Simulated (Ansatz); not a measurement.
Molecule: SbCl3, charge 0, multiplicity 1. SMILES: [Cl][Sb]([Cl])[Cl]
Geometry from a B3LYP-D3(BJ)/def2-TZVP (Ansatz, a first-principles code) optimisation:
```xyz
4

Sb    -0.0031     0.0017     0.5803
Cl    -1.7985    -0.9884    -0.5870
Cl     0.0495     2.0519    -0.5860
Cl     1.7584    -1.0686    -0.5677
```
Charge 0, spin multiplicity 1.

Quantity: vertical ionisation energy (to the doublet state of charge +1; each state is the SCF solution reached for its spin; the molecule has degenerate orbitals, so one determinant may break the symmetry), in eV. Cores are frozen in the correlated levels unless marked. Open shells are spin-unrestricted. Spin-orbit coupling is left out. Frozen are the shells of the preceding noble gas and the d and f shells that filled before the atom's block. In def2 rows, elements after Kr have scalar-relativistic effective core potentials. CBS(X,Y): correlation extrapolated as X^-3; Hartree-Fock from the larger set. The bracket is a focal-point correction in the basis named.

| level | program | vertical ionisation energy (eV) |
|---|---|---|
| r2SCAN/def2-TZVPD | Ansatz | ? |
| PBE0/def2-TZVPD | Ansatz | 10.57 |
| wB97M-V/def2-TZVPD | Ansatz | ? |
| B2PLYP/def2-TZVPD | Ansatz | 10.57 |
| SCS-MP2/def2-TZVPPD | Ansatz | 10.73 |
| RI-MP2/CBS(def2-TZVPPD,def2-QZVPPD)+[CCSD(T)-MP2]/def2-TZVPPD | Ansatz | 10.73 |

Task: Some entries are withheld; supply them.

Result: 
- r2SCAN/def2-TZVPD, vertical ionisation energy (eV): 10.46
- wB97M-V/def2-TZVPD, vertical ionisation energy (eV): 10.72
